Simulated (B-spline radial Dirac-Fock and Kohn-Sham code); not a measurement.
X-ray form factors of platinum in several charge states

Model: Dirac-Fock densities. Program: a radial B-spline solver.

Configurations: Pt⁵⁶⁺ [Ar] 3d4; Pt⁵⁷⁺ [Ar] 3d3; Pt⁵⁸⁺ [Ar] 3d2; Pt⁵⁹⁺ [Ar] 3d1; Pt⁶⁰⁺ [Ne] 3s2 3p6; Pt⁶¹⁺ [Ne] 3s2 3p5. The first column is f₀ of Pt⁵⁶⁺, the others are differences from it.

| s (Å⁻¹) | Pt⁵⁶⁺ | Δ Pt⁵⁷⁺ | Δ Pt⁵⁸⁺ | Δ Pt⁵⁹⁺ | Δ Pt⁶⁰⁺ | Δ Pt⁶¹⁺ |
| --- | --- | --- | --- | --- | --- | --- |
| 0 | 22.000 | -1.000 | -2.000 | -3.000 | -4.000 | -5.000 |
| 0.05 | 21.992 | -0.999 | -1.999 | -2.998 | -3.998 | -4.997 |
| 0.1 | 21.967 | -0.998 | -1.995 | -2.993 | -3.991 | -4.988 |
| 0.15 | 21.926 | -0.995 | -1.989 | -2.984 | -3.979 | -4.973 |
| 0.2 | 21.869 | -0.990 | -1.981 | -2.972 | -3.963 | -4.952 |
| 0.25 | 21.795 | -0.985 | -1.970 | -2.956 | -3.942 | -4.925 |
| 0.3 | 21.706 | -0.978 | -1.957 | -2.937 | -3.917 | -4.892 |
| 0.35 | 21.602 | -0.971 | -1.942 | -2.914 | -3.887 | -4.854 |
| 0.4 | 21.482 | -0.962 | -1.924 | -2.888 | -3.853 | -4.810 |
| 0.45 | 21.347 | -0.952 | -1.905 | -2.859 | -3.815 | -4.761 |
| 0.5 | 21.198 | -0.941 | -1.883 | -2.827 | -3.772 | -4.707 |
| 0.6 | 20.858 | -0.916 | -1.834 | -2.754 | -3.677 | -4.583 |
| 0.7 | 20.467 | -0.887 | -1.778 | -2.671 | -3.566 | -4.441 |
| 0.8 | 20.029 | -0.856 | -1.715 | -2.577 | -3.443 | -4.283 |
| 0.9 | 19.550 | -0.821 | -1.646 | -2.476 | -3.309 | -4.111 |
| 1 | 19.034 | -0.784 | -1.573 | -2.367 | -3.166 | -3.926 |
| 1.1 | 18.488 | -0.745 | -1.495 | -2.252 | -3.014 | -3.731 |
| 1.2 | 17.917 | -0.704 | -1.415 | -2.133 | -2.856 | -3.529 |
| 1.4 | 16.723 | -0.620 | -1.249 | -1.885 | -2.530 | -3.110 |
| 1.6 | 15.498 | -0.536 | -1.081 | -1.635 | -2.198 | -2.686 |

Values without a named source are computed, but for edge energies of neutral atoms, which are taken from tables.
